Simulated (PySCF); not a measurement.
Molecule: sulfuric acid, H₂O₄S, SMILES O=S(=O)(O)O. Atoms near the plane z = 0.0 Å, at the CAM-B3LYP/def2-SVP optimised geometry (x, y, z in Å): O1 (0.9, -0.2, 0.0), S2 (-0.7, -0.2, 0.0), O3 (-1.2, -1.2, -0.9), O4 (-1.1, 1.2, 0.0), H6 (1.2, -1.1, -0.3).

Method: CAM-B3LYP/def2-TZVP in PySCF. Cells within 0.4 Å of a nucleus heavier than hydrogen are left out (blank, or x). The values are rescaled to run from 0 to 1.

```
|11111111111111111112222222222|
|11111110000011111111222222222|
|11111000000000111111122222222|
|11110000000000011111122222222|
|11100000000000001111112222222|
|11100000011000001111112222222|
|11000002598520001111111222222|
|11000018999972111111111122222|
|110000499xx995211111111122222|
|11100169xxxx99532211111122222|
|111112799xx999965321111122222|
|11111279999999999753111122222|
|11222489999999999999521222222|
|22223699999999999999953222333|
|2223479999xxx9999xx9994333333|
|2223489999xxx999xxxx996443333|
|2223479999xxx9999xx9998544433|
|22223599999999999999999754443|
|11122479999999999999999865444|
|11112247999999999999999865444|
|11111124799999999999999865544|
|11111112356677889999999765444|
|11110001123345678999997665444|
|11110000112234456788876655444|
|11111000111223445666666554444|
|11111111111223344555555544443|
|11111111111222334444544444433|
|11111111111222333444444444333|
|11111111112222333334444433333|
```
Scale: ten equal steps from 0.000 (start of '0') to 1.00 (end of '9'), in the order '0123456789'; x runs from -3.50 to 3.50, y from -3.50 (bottom) to 3.50 (top).

Problem. Which quantity is mapped?
(A) log10 of the electron density
(B) electrostatic potential
(C) an orbital amplitude
(D) deformation density (molecule minus spherical neutral atoms)

Solution. B, electrostatic potential. In full: electrostatic potential (hartree/e), clipped to [-0.08, 0.12].
